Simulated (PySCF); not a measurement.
**Excitation energy of N²⁺ by level of theory**

N²⁺ [He] 2s2 2p1 (2P) → N²⁺ [He] 2s2 3d1 (2D), as a difference of total energies. Calculation: PySCF 2.14, in aug-cc-pwCVTZ (7s6p4d2f, 59 functions); no relativity, point nucleus. Correlated levels: valence: 1s2 frozen. The calculations carry no spin-orbit coupling.

```csv
method,excitation energy (cm⁻¹)
UHF,270340
MP2 (valence),265050
SCS-MP2 (valence),264140
CCSD (valence),268560
CCSD(T) (valence),268540
```

A first-order spin-orbit estimate (lowest level to lowest level, LS coupling) adds 0.014 eV.

The promoted electron is Rydberg-like, and one or two diffuse shells describe it only roughly, which tends to raise the upper state.

The coupled-cluster amplitudes are large for the upper state (T1 above 0.03 or a double amplitude above 0.15), so a single reference is strained.
